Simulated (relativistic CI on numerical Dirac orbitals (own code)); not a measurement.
## Level scheme of Gd62+

Computed by Dirac-Coulomb-Breit CI, KLI orbitals optimised for each configuration, model QED, unscaled Slater integrals (own radial code, finite nucleus).

CI space: 1s2, 1s 2s, 1s 2p, 1s 3s, 1s 3p, 1s 3d, 1s 4s, 1s 4p, 1s 4d, 1s 4f, 1s 5s, 1s 5p, 1s 5d, 1s 5f, 1s 5g, 1s 6s, 1s 6p, 1s 6d, 2s2. Levels of other configurations are missing.

```csv
No.,Configuration,Term,J,E (10³ cm⁻¹),%,Next component (%),Landé g
1,1s2,1S,0,0,100,,
2,1s 2s,3S,1,347992,100,,1.906
3,1s 2p,3P°,1,348764,69,31 1P°,1.247
4,1s 2p,3P°,0,348915,100,,
5,1s 2s,1S,0,348917,100,,
6,1s 2p,3P°,2,355389,100,,1.441
7,1s 2p,1P°,1,355733,69,31 3P°,1.160
8,1s 3s,3S,1,414498,100,,1.917
9,1s 3p,3P°,1,414706,68,32 1P°,1.258
10,1s 3s,1S,0,414744,100,,
11,1s 3p,3P°,0,414746,100,,
12,1s 3p,3P°,2,416677,100,,1.453
13,1s 3d,3D,2,416752,60,40 1D,1.052
14,1s 3d,3D,1,416773,100,,0.521
15,1s 3p,1P°,1,416777,68,32 3P°,1.180
16,1s 3d,3D,3,417344,100,,1.298
17,1s 3d,1D,2,417361,60,40 3D,1.078
18,1s 4s,3S,1,437402,100,,1.921
19,1s 4p,3P°,1,437486,68,32 1P°,1.261
20,1s 4s,1S,0,437502,100,,
21,1s 4p,3P°,0,437502,100,,
22,1s 4p,3P°,2,438313,100,,1.457
23,1s 4d,3D,2,438345,60,40 1D,1.057
24,1s 4d,3D,1,438353,100,,0.528
25,1s 4p,1P°,1,438355,68,32 3P°,1.188
26,1s 4d,3D,3,438595,100,,1.303
27,1s 4f,3F°,3,438597,57,43 1F°,1.016
28,1s 4f,3F°,2,438601,100,,0.684
29,1s 4d,1D,2,438603,60,40 3D,1.084
30,1s 4f,3F°,4,438720,100,,1.225
31,1s 4f,1F°,3,438723,57,43 3F°,1.048
32,1s 5s,3S,1,447865,100,,1.922
33,1s 5p,3P°,1,447907,68,32 1P°,1.263
34,1s 5s,1S,0,447915,100,,
35,1s 5p,3P°,0,447915,100,,
36,1s 5p,3P°,2,448328,100,,1.459
37,1s 5d,3D,2,448344,60,40 1D,1.059
38,1s 5d,3D,1,448349,100,,0.532
39,1s 5p,1P°,1,448349,68,32 3P°,1.191
40,1s 5d,3D,3,448472,100,,1.305
41,1s 5f,3F°,3,448474,57,43 1F°,1.018
42,1s 5f,3F°,2,448476,100,,0.686
43,1s 5d,1D,2,448476,60,40 3D,1.087
44,1s 5f,3F°,4,448536,100,,1.228
45,1s 5g,3G,4,448537,55,45 1G,1.005
46,1s 5g,3G,3,448538,100,,0.764
47,1s 5f,1F°,3,448538,57,43 3F°,1.050
48,1s 5g,3G,5,448574,100,,1.181
49,1s 5g,1G,4,448575,55,45 3G,1.033
50,1s 6s,3S,1,453493,100,,1.923
51,1s 6p,3P°,1,453517,68,32 1P°,1.264
52,1s 6p,3P°,0,453522,100,,
53,1s 6s,1S,0,453522,100,,
54,1s 6p,3P°,2,453760,100,,1.460
55,1s 6d,3D,2,453769,60,40 1D,1.060
56,1s 6d,3D,1,453772,100,,0.533
57,1s 6p,1P°,1,453772,68,32 3P°,1.193
58,1s 6d,3D,3,453844,100,,1.306
59,1s 6d,1D,2,453846,60,40 3D,1.089
```

Energies count from the lowest computed level; ° marks odd parity.

The mean weight of the leading LS term, summed over parents, in these 59 levels is 85 %, and that of the leading jj configuration (from the same eigenvectors) 100 %, so jj coupling describes them better and the LS labels are nominal.

At this charge energies of transitions that change n are usually good to better than 1 %, and those within a shell (Δn = 0) to a few per cent.

LS names give the leading component of a level, which can be under half, so a name can repeat, a term be missing and a line seem to break the LS rules.
